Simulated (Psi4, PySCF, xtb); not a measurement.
Interaction energy of CH4 ··· C2H3N (SMILES C and CC#N). Monomers: optimised at B3LYP-D3(BJ) (def2-TZVP), held rigid. Orientation: lowest of the rigid-body minima from ten starts at GFN2-xTB. R is the distance of the centres of mass, along which the second monomer moves.

Methods: RKS-B3LYP/6-31G* = restricted B3LYP/6-31G*, spherical d, no counterpoise correction (PySCF); GFN1-xTB (xtb); RHF/3-21G = restricted Hartree-Fock/3-21G, no counterpoise correction run with PySCF 2.14.0; SAPT0/jun-cc-pVDZ, frozen core (Psi4).

Interaction energies in kJ/mol; the last columns give the difference from SAPT0:

```tsv
R / Å	RKS-B3LYP/6-31G*	GFN1-xTB	RHF/3-21G	SAPT0/jun-cc-pVDZ	RKS-B3LYP/6-31G* − SAPT0/jun-cc-pVDZ	GFN1-xTB − SAPT0/jun-cc-pVDZ	RHF/3-21G − SAPT0/jun-cc-pVDZ
3.11	12.45	3.70	16.75	9.60	2.85	-5.90	7.15
3.28	4.89	-0.62	7.07	2.88	2.01	-3.51	4.18
3.47	0.71	-2.54	1.38	-0.78	1.49	-1.76	2.16
3.70	-1.27	-3.00	-1.56	-2.38	1.11	-0.62	0.82
3.86	-1.68	-2.84	-2.25	-2.62	0.94	-0.22	0.37
4.10	-1.64	-2.39	-2.25	-2.42	0.78	0.03	0.16
4.38	-1.24	-1.87	-1.67	-1.94	0.70	0.07	0.26
4.71	-0.75	-1.37	-0.98	-1.40	0.65	0.03	0.42
5.19	-0.33	-0.86	-0.43	-0.85	0.52	-0.01	0.42
5.91	-0.14	-0.42	-0.18	-0.41	0.27	0.00	0.24
6.87	-0.07	-0.17	-0.08	-0.18	0.11	0.01	0.09
8.17	-0.03	-0.06	-0.04	-0.07	0.04	0.01	0.03
```

RKS-B3LYP/6-31G* is furthest from SAPT0/jun-cc-pVDZ at 3.11 (2.85 kJ/mol, above); its mean absolute difference over the points is 0.95 kJ/mol.

GFN1-xTB is furthest from SAPT0/jun-cc-pVDZ at 3.11 (-5.90 kJ/mol, below); its mean absolute difference over the points is 1.01 kJ/mol.

RHF/3-21G is furthest from SAPT0/jun-cc-pVDZ at 3.11 (7.15 kJ/mol, above); its mean absolute difference over the points is 1.36 kJ/mol.
